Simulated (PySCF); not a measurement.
## Dipole response of Tb²⁺ (terbium, charge +2)

[Xe] 4f9, one real determinant. Calculation: PySCF 2.14, in x2c-TZVPPall with one added diffuse shell each of s, p, d, f type (12s8p8d5f2g, 129 functions); scalar relativity by spin-free X2C-1e. Coupled (time-dependent) response in atomic units; α is the mean over directions.

```tsv
method	mean α (bohr³)	α xx, yy, zz	C₆ (like pair)	S(−4)
UHF	7.965	7.700, 8.494, 7.700	42.79	134.1
```

S(−4) is the Cauchy moment in α(ω) = α(0) + S(−4) ω² + …

Spin-orbit coupling is absent.

α(iu) at UHF:

```csv
u (hartree),α(iu) (bohr³)
0,7.965
0.0500,7.704
0.100,7.305
0.200,6.698
0.300,6.225
0.500,5.430
0.750,4.555
1.00,3.800
1.50,2.679
2.00,1.962
3.00,1.183
5.00,0.5882
```

For an ion, C₆ is the dispersion term alone; charge-induced terms of lower order in 1/R come first.

The components differ because the open shell of this determinant is not spherical; for a pure term their mean is the scalar polarisability.

⟨L²⟩ = 24.02 against 30 for a pure H term, so this real determinant mixes terms. Spin-orbit coupling, absent here, splits the open shell strongly.
